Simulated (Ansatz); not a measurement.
`CCCC(O)CCC` at its PBE0-D4/def2-TZVP geometry, where that method's forces vanish. Total charge 0; spin multiplicity 1.

```csv
atom,x (Å),y (Å),z (Å)
C1,-1.919,-0.160,2.968
C2,-0.837,0.075,1.928
C3,-1.406,0.549,0.600
C4,-0.376,0.879,-0.475
O5,0.419,1.998,-0.111
C6,0.488,-0.309,-0.873
C7,1.350,-0.043,-2.096
C8,2.254,-1.212,-2.445
H9,-2.630,-0.919,2.630
H10,-2.484,0.756,3.160
H11,-1.499,-0.498,3.918
H12,-0.130,0.819,2.316
H13,-0.266,-0.849,1.785
H14,-2.010,1.447,0.770
H15,-2.087,-0.215,0.206
H16,-0.921,1.217,-1.364
H17,0.964,1.743,0.639
H18,-0.160,-1.175,-1.057
H19,1.131,-0.587,-0.028
H20,0.699,0.187,-2.947
H21,1.948,0.856,-1.921
H22,2.859,-1.001,-3.330
H23,2.939,-1.440,-1.623
H24,1.674,-2.117,-2.648
```

**Question.** For each bond, give half the difference of the two atoms' forces along it (eV/Å; positive pushes the atoms apart) under PBE-D4, r2SCAN-D4, B3LYP-D4, ωB97M-V in def2-TZVPP. (Estimate.)

**Answer.** Ansatz gave: 
```
  bond  length (Å)  PBE-D4  r2SCAN-D4  B3LYP-D4  ωB97M-V
 C1–C2       1.519    0.01       0.11      0.18     0.19
 C1–H9       1.094    0.11      -0.03     -0.06    -0.08
C1–H10       1.093    0.11      -0.04     -0.06    -0.08
 C2–C3       1.521    0.00       0.08      0.15     0.12
C2–H12       1.097    0.12      -0.04     -0.10    -0.11
 C3–C4       1.525   -0.04       0.02      0.05     0.05
C3–H15       1.097    0.10      -0.04     -0.10    -0.09
 C4–O5       1.420    0.34       0.29      0.30     0.22
O5–H17       0.961    0.41       0.01     -0.06    -0.09
 C6–C7       1.519    0.00       0.08      0.13     0.13
C6–H19       1.098    0.13      -0.04     -0.10    -0.09
C7–H20       1.096    0.11      -0.04     -0.09    -0.11
C7–H21       1.094    0.12      -0.05     -0.11    -0.12
C8–H24       1.094    0.11      -0.03     -0.06    -0.08
```

B3LYP here is the variant with VWN-RPA as its local correlation; programs differ in this.
